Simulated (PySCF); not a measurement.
Gas-phase reaction: GaOH + 2 OH ⇌ Ga(OH)3

Computed with PySCF (xtb for GFN2) and rigid-rotor harmonic-oscillator thermochemistry at 1 bar. † marks an energy on the PBE0/def2-TZVP geometry and frequencies; other levels use their own. MP2 freezes the core. 6-31G* has spherical d functions here. Open shells (unrestricted): OH (multiplicity 2, electronic degeneracy 4); the rest are closed-shell singlets. GFN2 has no spin-polarisation term. Spin-orbit splitting is ignored; it lowers the true energy and changes the entropy of OH. B3LYP is the form with VWN-RPA correlation. Ga: all electrons, no relativistic terms. GaOH, Ga(OH)3: computed as isolated molecules; such fragments, hydroxides, amides, oligomers or adducts are transient or little studied in the gas. MP2 isn't extrapolated to the basis-set limit; its ΔH°(298 K) is -706.3 kJ in def2-SVP and -731.5 kJ in def2-TZVPP. The harmonic model lacks anharmonicity and excited electronic states, which grow with temperature; levels with a mode under 35 cm⁻¹ are left out. Warning, point group unlike the PBE0 one: GaOH (GFN2-xTB).

| level | ΔE electronic, kJ | ΔH°(298 K), kJ | ΔS°(298 K), J/K | ΔG°(2500 K), kJ |
|---|---|---|---|---|
| B3LYP/6-31G* | -619 | -596 | -298 | 111 |
| BLYP/def2-TZVP† | -625 | -602 | -299 | 109 |
| GFN2-xTB | -827 | -813 | -276 | -166 |
| MP2/def2-SVP† | -730 | -706 | -299 | 4 |
| MP2/def2-TZVPP† | -755 | -732 | -299 | -21 |
| r2SCAN/def2-TZVP† | -676 | -653 | -299 | 58 |
| ωB97X-V/def2-TZVP† | -684 | -661 | -299 | 50 |
ΔH° is lowest at GFN2-xTB and highest at B3LYP/6-31G*. No reference value is set beside these.
